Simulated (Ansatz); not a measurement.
Consider the ligand exchange at a Zn–F bond: `[F][ZnH]` + CH₃OH → `C[O][ZnH]` + H–F.

Computed with Ansatz on PBE0-D4/def2-TZVP structures; ΔE is electronic, products minus reactants. CCSD(T)/CBS is the MP2 limit (def2-TZVPP, def2-QZVPP) plus CCSD(T) − MP2 in def2-TZVPP, frozen cores. This one scheme is used for every species. Functionals use def2-TZVPP. For Zn outer-core shells are correlated without core-valence functions, which leaves a few kJ/mol of doubt a bond. Scalar relativity is left out up to krypton.

```
  level  ΔE (kJ/mol)
 revPBE         51.9
   PBE0         49.5
r2SCANh         49.6
  BHLYP         54.8
```

(1) What does CCSD(T)/CBS give? (Best estimate.)

Largest T1 diagnostic among the species: 0.018.

Answers

(1) Ansatz gave: +45.9 kJ/mol. The listed levels differ from it by 6.0, 3.6, 3.7, 8.9 kJ/mol.

The D4 term adds −4.4 kJ/mol with B3LYP and −2.4 kJ/mol with PBE0; it sums over pairs of atoms, weighted by their polarisabilities, and B3LYP, whose exchange is more repulsive, gets the larger term. In def2-TZVPP, CCSD(T) changes the Hartree–Fock value by −16.9 kJ/mol (the triples alone add −2.6 kJ/mol) and MP2 by −21.0 kJ/mol.

B3LYP here is the variant with VWN-RPA as its local correlation; programs differ in this.
